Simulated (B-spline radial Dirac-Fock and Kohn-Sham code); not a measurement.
# Elastic electron scattering at 200 eV, H to V

Model: relativistic (Dirac) partial waves in the static field of the Dirac-Fock atom with Furness-McCarthy exchange, without polarisation or absorption potentials. Program: a radial B-spline solver. Below a few hundred eV the neglected polarisation potential matters, most of all at small angles. σ_tr1 and σ_tr2 weight the cross section with 1 − P₁ and 1 − P₂ of cos θ; "backward" is the share scattered beyond 90°.

| Z | element | σ (a₀²) | σ_tr1 (a₀²) | σ_tr2 (a₀²) | backward (%) | dσ/dΩ at 90° (a₀²/sr) |
| --- | --- | --- | --- | --- | --- | --- |
| 1 | H | 0.546 | 0.0935 | 0.192 | 3.0 | 0.00509 |
| 2 | He | 0.899 | 0.288 | 0.508 | 8.2 | 0.0210 |
| 3 | Li | 4.70 | 0.616 | 1.10 | 3.4 | 0.0414 |
| 4 | Be | 6.38 | 1.01 | 1.76 | 4.3 | 0.0648 |
| 5 | B | 6.85 | 1.40 | 2.32 | 6.1 | 0.0928 |
| 6 | C | 6.64 | 1.77 | 2.69 | 9.1 | 0.121 |
| 7 | N | 6.25 | 2.10 | 2.86 | 13 | 0.138 |
| 8 | O | 5.83 | 2.39 | 2.88 | 17 | 0.137 |
| 9 | F | 5.43 | 2.63 | 2.80 | 22 | 0.122 |
| 10 | Ne | 5.07 | 2.82 | 2.65 | 26 | 0.0970 |
| 10 | Ne | 5.07 | 2.82 | 2.65 | 26 | 0.0970 |
| 12 | Mg | 10.9 | 3.40 | 3.19 | 14 | 0.0760 |
| 13 | Al | 13.1 | 3.74 | 3.59 | 12 | 0.0739 |
| 14 | Si | 13.7 | 4.08 | 3.93 | 12 | 0.0782 |
| 15 | P | 13.5 | 4.40 | 4.20 | 13 | 0.0905 |
| 16 | S | 13.0 | 4.70 | 4.37 | 14 | 0.112 |
| 17 | Cl | 12.4 | 4.96 | 4.45 | 16 | 0.142 |
| 18 | Ar | 11.7 | 5.19 | 4.44 | 18 | 0.179 |
| 19 | K | 17.3 | 5.54 | 4.78 | 13 | 0.218 |
| 20 | Ca | 20.7 | 5.91 | 5.19 | 11 | 0.259 |
| 21 | Sc | 19.6 | 6.11 | 5.20 | 13 | 0.301 |
| 22 | Ti | 18.4 | 6.25 | 5.15 | 14 | 0.338 |
| 23 | V | 17.3 | 6.32 | 5.08 | 16 | 0.366 |

Values without a named source are computed, but for edge energies of neutral atoms, which are taken from tables.
